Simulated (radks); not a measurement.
Species: Ta14+. Configuration: [Kr] 4d10 4f(5/2: 5, 7/2: 6) 5s2 (the NIST ground configuration).

Calculated with a radial shooting solver on a logarithmic mesh with Libxc functionals: Dirac Kohn-Sham, relativistic LDA (MacDonald-Vosko exchange, VWN5 correlation), spin-unpolarised, spherical densities, finite nucleus; Fermi nuclear charge, rms radius 5.3507 fm.

Energy parts (hartree):
total: -15518.4722
kinetic: 17355.4258
electron-nucleus: -38030.7013
Hartree: 5423.6317
exchange-correlation: -266.8284

Orbitals (lengths in bohr, moments of r in powers of bohr; r(90%) holds 90 % of the orbital's charge):
orbital	occ.	eigenvalue (hartree)	r(90%)	<1/r>
1s1/2	2	-2465.676	0.0341	85.00
2s1/2	2	-433.0623	0.123	20.66
2p1/2	2	-414.8444	0.108	20.63
2p3/2	4	-368.7465	0.118	17.45
3s1/2	2	-107.7157	0.301	7.587
3p1/2	2	-99.52881	0.293	7.508
3p3/2	4	-89.58957	0.313	6.686
3d3/2	4	-75.63552	0.285	6.584
3d5/2	6	-73.45768	0.291	6.388
4s1/2	2	-30.41767	0.655	3.216
4p1/2	2	-27.01446	0.669	3.113
4p3/2	4	-24.66074	0.714	2.829
4d3/2	4	-19.01149	0.753	2.634
4d5/2	6	-18.56613	0.767	2.567
5s1/2	2	-11.86326	1.35	1.432
4f5/2	5	-11.40540	0.872	2.216
4f7/2	6	-11.31613	0.880	2.193

The highest occupied level is 4f7/2 at -307.93 eV. The electron density at the nucleus is 1.294e+06 e/bohr^3. The density falls to 0.001 e/bohr^3 at r = 1.95 bohr. Summed over all electrons, <r^2> = 11.96 bohr^2, which gives a Langevin (diamagnetic) susceptibility term of -9.47 x 10^-6 cm^3/mol.
